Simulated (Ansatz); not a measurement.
Which isomer of F3GaH3P gives these data?

These gas-phase data were calculated for one isomer of F3GaH3P at PBE0-D4/def2-SVP (harmonic, unscaled wavenumbers; equilibrium rotational constants with average atomic masses):

| Quantity | Value |
| --- | --- |
| rotational constants | 4.545, 1.387, 1.196 GHz |
| all wavenumbers above 1500 cm⁻¹ | 2489, 2026, 2014 |

Candidates:

(1) `[F][GaH2-][PH+](F)F`, a singlet
(2) `F[PH2+][GaH-]([F])[F]`, a singlet
(3) `[F][Ga-]([F])([F])[PH3+]`, a singlet

Question: Which candidate do the data belong to?

Answer: Candidate (1). The band at 2026 cm⁻¹ lies where the Ga–H stretch is expected; (3) has no mode between 1700 and 2150 cm⁻¹. 2 modes lie between 1700 and 2150 cm⁻¹, one for each Ga–H bond, while (2) has 1.

The same quantities for all candidates:

```
     rotational constants (GHz)  wavenumbers above 1500 cm⁻¹  E above the lowest, PBE0-D4/def2-SVP (kcal/mol)
(1)         4.545, 1.387, 1.196             2489, 2026, 2014                                             39.1
(2)           4.255, 1.4, 1.221             2520, 2493, 2068                                             23.1
(3)         2.893, 1.774, 1.774             2522, 2522, 2492                                              0.0
```

Each candidate is one conformer. Programs: Ansatz 0.2.0.
